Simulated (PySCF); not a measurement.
HOP, SMILES O=P.

Geometry: TPSSh-D3(BJ)/def2-TZVPD.

Two levels are set side by side: PBE/def2-TZVPD (PySCF) and M06-2X/def2-TZVPD (PySCF). Same geometry, gas phase. Differences are taken from unrounded values.

| quantity | M06-2X |
|---|---|
| orbital gap (eV) | 6.57 |
| highest occupied level (eV) | -8.90 |
| lowest empty level (eV) | -2.33 |
| dipole moment (D) | 2.52 |
| mean polarisability (bohr³) | 27.9 |

**Question.** What does PBE give, and how far is it from M06-2X? (The exact figures need the calculation; the answer reports its results.)

**Answer.** 
```json
[
 {"quantity": "orbital gap (eV)", "PBE": "1.95", "PBE minus M06-2X": "-4.63"},
 {"quantity": "highest occupied level (eV)", "PBE": "-6.28", "PBE minus M06-2X": "2.62"},
 {"quantity": "lowest empty level (eV)", "PBE": "-4.34", "PBE minus M06-2X": "-2.00"},
 {"quantity": "dipole moment (D)", "PBE": "2.12", "PBE minus M06-2X": "-0.40"},
 {"quantity": "mean polarisability (bohr³)", "PBE": "29.3", "PBE minus M06-2X": "1.4"}
]
```

PBE's occupied levels lie high since its potential decays too fast outside the molecule; exact exchange lowers them and widens the gap. PBE's more diffuse valence density responds more strongly to a field. Differences between two approximate levels are no errors against the true value.

Rough cost on one machine, each run with all the roots and properties that it gave: M06-2X against PBE about 4 times.
